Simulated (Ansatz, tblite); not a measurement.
Species of one formula, GaPH$_{3}$F$_{3}$ (singlet), each relaxed with PBE0-D4/def2-SVP in Ansatz.

The xTB rows come from tblite. Correlated methods freeze 17 core orbitals; core or outer-core shells of Ga are correlated, in sets that lack core-valence functions.

Other spin states weren't relaxed.

A: Ga(PF3)H3 (GaPH₃F₃)

B: Ga(PH3)F3 (GaPH₃F₃)

Estimate their order by electronic energy at PBE0-D4/def2-TZVP, counted from the lowest.

B (0.0) < A (128.8), in kJ/mol.

Do the other levels pick the same lowest one?

Not GFN1-xTB. Energies above each level's lowest (kJ/mol):

| level | A | B |
| --- | --- | --- |
| GFN1-xTB | 0.0 | 88.3 |
| GFN2-xTB | 182.4 | 0.0 |
| HF/STO-3G | 79.2 | 0.0 |
| HF/def2-SVP | 250.5 | 0.0 |
| HF/def2-TZVP | 173.4 | 0.0 |
| LDA (SPW92)/def2-TZVP | 83.7 | 0.0 |
| PBE-D4/def2-SVP | 168.3 | 0.0 |
| PBE-D4/def2-TZVP | 114.5 | 0.0 |
| r2SCAN-D4/def2-TZVP | 127.6 | 0.0 |
| r2SCANh-D4/def2-TZVP | 130.9 | 0.0 |
| PBE0-D4/def2-SVP | 188.1 | 0.0 |
| PBE0-D4/def2-TZVP | 128.8 | 0.0 |
| BHLYP-D4/def2-TZVP | 146.6 | 0.0 |
| MP2/def2-SVP | 241.1 | 0.0 |
| MP2/def2-TZVP | 163.3 | 0.0 |
| CCSD/def2-SVP | 240.7 | 0.0 |
| CCSD(T)/def2-SVP | 235.0 | 0.0 |
Point groups (tolerance 0.1 Å): A not assigned, B not assigned. From def2-SVP to def2-TZVP the PBE0 values move by up to 59.3 kJ/mol, so results in the small set are rough.
